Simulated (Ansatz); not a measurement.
Ansatz (an electronic-structure program) job for SnH2F2, SMILES [SnH2]([F])[F], B3LYP-D3(BJ)/def2-TZVP. 

Ansatz 0.2 input:
```yaml
crystal:
  periodic: [false, false, false]
  atoms:
    - {symbol: Sn, position_ang: [-0.00000000, -0.00000000, 0.29084359]}
    - {symbol: F, position_ang: [1.48879642, 0.00000000, -0.92579204]}
    - {symbol: F, position_ang: [-1.48879642, 0.00000000, -0.92579205]}
    - {symbol: H, position_ang: [-0.00000000, 1.48372257, 1.06103873]}
    - {symbol: H, position_ang: [-0.00000000, -1.48372257, 1.06103872]}
basis:
  gaussian:
    orbitals: def2-TZVP
hamiltonian:
  xc: b3lyp
  dispersion: d3bj
relax: {f_tol: 0.002, max_steps: 200}
```

It prints:

```
WARN ansatz: RAYON_NUM_THREADS=1 ignored (pool sized by the plan → 1); use --threads N
Functional definition: B3LYP
integrals: 0.04 GiB planned
832 factors; their error is unknown
mean field: 0.39 GiB planned
mean field evaluation 1: about -11298.8906 eV, gradient 5.7e1 eV
mean field evaluation 2: about -11280.0129 eV, gradient 1.3e2 eV
mean field evaluation 4: about -11303.6262 eV, gradient 2.0e0 eV
mean field evaluation 8: about -11303.7106 eV, gradient 2.8e-2 eV
mean field evaluation 16: about -11303.7106 eV, gradient 1.1e-5 eV
mean field -11303.71060329 eV, -415.4037027407 hartree, gradient 1.1e-5 eV, S^2 0.000000; 0 other end points of the search recorded, 0 dependent functions left out
the calculation of the forces begins
reference -11303.71083690 eV, -415.4037113256 hartree; 21, 21 occupied and 103, 103 virtual orbitals, 832 factors
relax step   1: F+E_penalty+E_count = -11303.82194597 eV  Δ(F+E_penalty+E_count) = +0.000e0 eV  max|allowed force component| = 4.317e-1 eV/Å  Δτ_max = 0.0000 Å  (28 SCF iters, accepted)
these checks for a lower state are left out or cut short: starts, cluster_reference, orbital_swaps, neighbouring_geometries, increment
integrals: 0.04 GiB planned
832 factors; their error is unknown
mean field: 0.39 GiB planned
mean field -11303.72102430 eV, -415.4040857058 hartree, gradient 1.0e-5 eV, S^2 0.000000; 0 other end points of the search recorded, 0 dependent functions left out
the calculation of the forces begins
reference -11303.72125798 eV, -415.4040942935 hartree; 21, 21 occupied and 103, 103 virtual orbitals, 832 factors
relax step   2: F+E_penalty+E_count = -11303.83183144 eV  Δ(F+E_penalty+E_count) = -9.885e-3 eV  max|allowed force component| = 1.152e-1 eV/Å  Δτ_max = 0.0234 Å  (31 SCF iters, accepted)
these checks for a lower state are left out or cut short: starts, cluster_reference, orbital_swaps, neighbouring_geometries, increment
integrals: 0.04 GiB planned
832 factors; their error is unknown
mean field: 0.39 GiB planned
mean field evaluation 32: about -11303.7221 eV, gradient 1.0e-5 eV
mean field -11303.72213228 eV, -415.4041264234 hartree, gradient 1.0e-5 eV, S^2 0.000000; 0 other end points of the search recorded, 0 dependent functions left out
the calculation of the forces begins
reference -11303.72236584 eV, -415.4041350066 hartree; 21, 21 occupied and 103, 103 virtual orbitals, 832 factors
relax step   3: F+E_penalty+E_count = -11303.83305561 eV  Δ(F+E_penalty+E_count) = -1.224e-3 eV  max|allowed force component| = 7.803e-3 eV/Å  Δτ_max = 0.0093 Å  (32 SCF iters, accepted)
these checks for a lower state are left out or cut short: starts, cluster_reference, orbital_swaps, neighbouring_geometries, increment
integrals: 0.04 GiB planned
832 factors; their error is unknown
mean field: 0.39 GiB planned
mean field -11303.72213913 eV, -415.4041266751 hartree, gradient 2.3e-5 eV, S^2 0.000000; 0 other end points of the search recorded, 0 dependent functions left out
the calculation of the forces begins
reference -11303.72237272 eV, -415.4041352592 hartree; 21, 21 occupied and 103, 103 virtual orbitals, 832 factors
relax step   4: F+E_penalty+E_count = -11303.83306748 eV  Δ(F+E_penalty+E_count) = -1.187e-5 eV  max|allowed force component| = 2.102e-3 eV/Å  Δτ_max = 0.0027 Å  (23 SCF iters, accepted)
these checks for a lower state are left out or cut short: starts, cluster_reference, orbital_swaps, neighbouring_geometries, increment
integrals: 0.04 GiB planned
832 factors; their error is unknown
mean field: 0.39 GiB planned
mean field -11303.72214629 eV, -415.4041269381 hartree, gradient 6.0e-5 eV, S^2 0.000000; 0 other end points of the search recorded, 0 dependent functions left out
the calculation of the forces begins
reference -11303.72237987 eV, -415.4041355220 hartree; 21, 21 occupied and 103, 103 virtual orbitals, 832 factors
relax step   5: F+E_penalty+E_count = -11303.83306912 eV  Δ(F+E_penalty+E_count) = -1.643e-6 eV  max|allowed force component| = 9.875e-4 eV/Å  Δτ_max = 0.0006 Å  (20 SCF iters, accepted)
integrals: 0.04 GiB planned
832 factors; their error is unknown
mean field: 0.39 GiB planned
mean field -11303.72214629 eV, -415.4041269381 hartree, gradient 6.0e-5 eV, S^2 0.000000; 1 other end points of the search recorded, 0 dependent functions left out
the calculation of the forces begins
reference -11303.72237987 eV, -415.4041355220 hartree; 21, 21 occupied and 103, 103 virtual orbitals, 832 factors
Total energy: -11303.83330270 eV, -415.4082118608 hartree
Atom 0 at    -0.000000     0.000000     0.269924 Å, force     0.000000    -0.000000     0.000289 eV/Å
Atom 1 at     1.509654    -0.000000    -0.921318 Å, force    -0.000987    -0.000000    -0.000149 eV/Å
Atom 2 at    -1.509654    -0.000000    -0.921318 Å, force     0.000987     0.000000    -0.000149 eV/Å
Atom 3 at    -0.000000     1.497475     1.067024 Å, force    -0.000000    -0.000004     0.000005 eV/Å
Atom 4 at     0.000000    -1.497475     1.067024 Å, force     0.000000     0.000004     0.000005 eV/Å
Dipole moment:     0.000000     0.000000     0.731835 e Å
```

The calculation finished and met its thresholds.
